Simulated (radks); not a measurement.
Question: Spherical quantum dot in the effective-mass picture: electrons in a parabolic well V = omega^2 r^2 / 2 with omega = 0.462, all in effective atomic units (hartree* = m*/eps^2 hartree, bohr* = eps/m* bohr), one dielectric constant everywhere. Method: non-relativistic Kohn-Sham, LDA (Slater exchange, Perdew-Wang correlation), spin-polarised, spherical densities; computed with a radial shooting solver with Libxc functionals. Levels are named by radial order and angular momentum (1s, 1p, 1d, 2s, ...), and open shells are averaged over m. Results are scaled to m* = 0.265 and eps = 18, for which hartree* = 22.26 meV and bohr* = 3.594 nm. At N = 14 the configuration is 1s2 1p6 1d(up 5, down 1). Does electron 15 go into 2s down or 1d down or 2s up?

Answer: Into 1d down. The total energies of the other choices lie higher by 0.746 meV (2s up), 1.28 meV (2s down).
